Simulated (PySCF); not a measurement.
## Curvature of the energy in the electron number along the 5d series

Calculated with PySCF 2.14, in def2-TZVPPD with the def2 core potential (60 electrons), ECP: one orbital is emptied in steps, and each cell gives the departure of E from the straight line at half an electron, in eV (from a cubic fit). The exact functional gives zero.

```tsv
species	orbital	LDA	PBE	r2SCAN	PBE0	BHandHLYP	UHF
Ta	6s beta	-0.70	-0.67	-0.51	-0.47	-0.37	0.04
W	6s beta	-0.73	-0.70	-0.52	-0.49	-0.38	0.04
Ir	6s beta	-0.84	-0.82	-0.72	-0.58	-0.41	0.06
Au	6s alpha	-0.91	-0.89	-0.81	-0.64	-0.42	0.06
Hg	6s beta	-0.95	-0.93	-0.84	-0.66	-0.43	0.09
```

Question: How does the mean departure depend on the functional?

Answer: LDA -0.82 eV; PBE -0.80 eV; r2SCAN -0.68 eV; PBE0 -0.57 eV; BHandHLYP -0.40 eV; UHF 0.06 eV. Semilocal functionals are convex (delocalisation error), Hartree-Fock is concave or straight, and exact exchange removes curvature roughly in proportion to its share, so among the functionals the range-separated hybrids usually come closest to zero.

No spin-orbit coupling is included.
